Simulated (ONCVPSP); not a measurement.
## technetium ONCV: all-electron and pseudo phase curves

technetium (Tc), optimised norm-conserving Vanderbilt (ONCV), made with ONCVPSP 4.0.1 (LDA (Perdew-Wang 92), scalar-relativistic). Core [Ar] 3d10, reference 4s2 4p6 4d6 5s1. Waves: 4s+5s: rc 1.45 bohr, ncon 5, nbas 8, qcut 7.5 1/bohr, 2 projectors; 4p: rc 1.20 bohr, ncon 4, nbas 7, qcut 6.3 1/bohr, 1 projector; 4d: rc 1.60 bohr, ncon 5, nbas 8, qcut 5.2 1/bohr, 2 projectors, debl 3.8 Ha. Local part: polynomial inside 1.20 bohr (lpopt 3, dvloc0 0 Ha). Core correction: Teter function, fcfact 2, rcfact 1.25.

The phase is arctan(r·R′/R) of the radial function R(r), unwrapped; energies in Ha, scanned from -4 to 5 Ha. A pole is an energy at which the radial function vanishes at the test radius. The pseudo phase is shifted by a multiple of π to meet the all-electron one at the reference energy, and phase errors are pseudo minus all-electron; the curves can meet again beyond the range given. Levels narrower than the energy grid can be missing from the lists of poles.

Problem. For each channel, where are the poles, and over which energies does the pseudopotential scatter like the atom?

Solution.

```json
{"channel": "s", "radius (bohr)": "1.47", "reference energy (Ha)": "-0.16", "poles, all-electron": "-1.44", "poles, pseudo": "-1.44", "unbroken range about the reference energy with phases within 0.05 rad": "the whole range", "phase error 1 Ha above the reference energy (rad)": "-0.000"}
{"channel": "p", "radius (bohr)": "1.22", "reference energy (Ha)": "-1.56", "poles, all-electron": "2.27", "poles, pseudo": "1.94", "unbroken range about the reference energy with phases within 0.05 rad": "below 3.5", "phase error 1 Ha above the reference energy (rad)": "-0.002"}
{"channel": "d", "radius (bohr)": "1.62", "reference energy (Ha)": "-0.17", "poles, all-electron": "1.45", "poles, pseudo": "1.45", "unbroken range about the reference energy with phases within 0.05 rad": "the whole range", "phase error 1 Ha above the reference energy (rad)": "-0.000"}
```

Phases in the p channel:

| E (Ha) | all-electron | pseudo |
| --- | --- | --- |
| -3.98 | 0.572 | 0.553 |
| -3.74 | 0.437 | 0.416 |
| -3.50 | 0.272 | 0.252 |
| -3.26 | 0.081 | 0.062 |
| -3.02 | -0.129 | -0.144 |
| -2.78 | -0.341 | -0.352 |
| -2.54 | -0.538 | -0.545 |
| -2.30 | -0.708 | -0.712 |
| -2.06 | -0.850 | -0.852 |
| -1.82 | -0.966 | -0.966 |
| -1.58 | -1.060 | -1.060 |
| -1.34 | -1.137 | -1.137 |
| -1.10 | -1.200 | -1.201 |
| -0.86 | -1.254 | -1.255 |
| -0.62 | -1.299 | -1.301 |
| -0.38 | -1.337 | -1.340 |
| -0.14 | -1.371 | -1.375 |
| 0.10 | -1.401 | -1.406 |
| 0.34 | -1.427 | -1.433 |
| 0.58 | -1.450 | -1.458 |
| 0.82 | -1.472 | -1.481 |
| 1.06 | -1.491 | -1.502 |
| 1.30 | -1.509 | -1.522 |
| 1.54 | -1.526 | -1.541 |
| 1.78 | -1.541 | -1.559 |
| 2.02 | -1.556 | -1.576 |
| 2.26 | -1.570 | -1.594 |
| 2.50 | -1.584 | -1.611 |
| 2.74 | -1.597 | -1.628 |
| 2.98 | -1.609 | -1.646 |
| 3.22 | -1.622 | -1.664 |
| 3.46 | -1.634 | -1.684 |
| 3.70 | -1.647 | -1.705 |
| 3.94 | -1.659 | -1.727 |
| 4.18 | -1.672 | -1.753 |
| 4.42 | -1.685 | -1.782 |
| 4.66 | -1.698 | -1.815 |
| 4.90 | -1.711 | -1.855 |
